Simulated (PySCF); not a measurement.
Delta-SCF ions had no search for a lower state. Excitations are Tamm–Dancoff values on a coarser integration grid. The basis has no diffuse functions, so Rydberg states are missing or too high.

Z-matrix (Å, degrees):
```
Al
F 1 1.6442
F 1 1.6442 2 117.94
H 1 1.5533 2 121.03 3 179.95
```
Charge 0, multiplicity 1.

Estimate the S1 excitation (TDA), dipole moment, T1 excitation (TDA), brightest of the four lowest singlets (TDA) and vertical ionisation energy (Delta-SCF) that ωB97X-D3(BJ)/def2-TZVP // B3LYP-D3(BJ)/def2-TZVP in PySCF 2.14.0 returns for this input.


```yaml
S1 excitation (TDA): 8.18 eV
dipole_moment: 0.280 e·Å
T1 excitation (TDA): 7.30 eV
brightest of the four lowest singlets (TDA): 9.24 eV
vertical ionisation energy (Delta-SCF): 13.32 eV
```
